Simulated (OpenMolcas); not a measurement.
neutral iron: effect of the active space

| Quantity | Value |
| --- | --- |
| Program | OpenMolcas 26.06 |
| Method | CASSCF |
| Basis | ANO-R1 |
| Scalar Hamiltonian | X2C, finite nucleus |
| Spin-orbit coupling | RASSI with atomic mean-field integrals over the reference wave functions, term energies averaged over their components |

A. 6 electrons in 5 orbitals (3d); 2S+1 = 5 even, 5 roots; 2S+1 = 3 even, 45 roots; 2S+1 = 1 even, 50 roots (35 in the spin-orbit step); cost of the order of 13 core-seconds
B. 8 electrons in 6 orbitals (3d 4s); 2S+1 = 5 even, 15 roots; 2S+1 = 3 even, 68 roots kept (CI in the orbitals of an earlier block); 2S+1 = 1 even, 31 roots kept (CI in the orbitals of an earlier block); cost about 23 core-seconds

Energies in cm⁻¹ above 3d⁶ 4s² ⁵D₄, the measured ground level; measured values from NIST Handbook of Basic Atomic Spectroscopic Data.

```
      Level      A      B  Measured
3d⁶ 4s² ⁵D₄    0.0    0.0       0.0
3d⁶ 4s² ⁵D₃    425    383       416
3d⁶ 4s² ⁵D₂    728    656       704
3d⁶ 4s² ⁵D₁    924    834       888
3d⁶ 4s² ⁵D₀   1021    922       978
3d⁶ 4s² ³H₆  21897  20477     19390
3d⁶ 4s² ³H₅  22120  20682     19621
3d⁶ 4s² ³H₄  22291  20839     19788
3d⁶ 4s² ³G₅  27670  25736          
3d⁶ 4s² ³G₄  28063  26097     24119
3d⁶ 4s² ³G₃  28242  26273     24339
```

Deviations, from unrounded energies. A percentage is the sum of absolute deviations over the sum of measured energies, with the sign that they share, or ± where signs differ.

```tsv
Against measurement	Levels	A	B
mean absolute deviation (cm-1)	9	1700	810
fine structure of the ground term (%)	4	+3.8	-6.4
other terms of the ground configuration (%)	5	+14.3	+6.6
```

B lies closest to measurement on these levels. The largest miss of B in the table is 3d⁶ 4s² ³G₄, by +2000 cm-1. The ranking rests on the paired levels alone, and a cruder setting can come out closer through cancelling errors.

The spin-orbit steps hold different terms of 3d⁶ 4s² (B lacks ¹D, ¹F, ¹S, a ³F, a ³P), which shifts levels as well.

Between A and B the level of the table that moves most is 3d⁶ 4s² ³G₃, by 2000 cm-1 (lowest in B, highest in A).

Without dynamic correlation excited terms often stand tens of per cent too high (terms of higher spin than the ground term too low), and those without a measured partner can miss by more than the paired ones. Some high roots are left out of the spin-orbit mixing, which shifts the levels that they would mix with (holds for A). With the s shell closed, the reference lacks s² → p², s² → d² and s → d mixing, so excited terms can stand far too high and out of order, with CASPT2 too (holds for A). Terms from blocks run as CI alone lack orbitals of their own (holds for B). Measured partners are found by configuration, term and J. A level has none where our copy of the source lacks it or the pairing is in doubt (some pairs that miss far off the trend of their configuration count as doubtful), and it then counts in no deviation. Only configurations of the active space appear. The table leaves out levels that lie high or whose names do not pair safely across all columns.
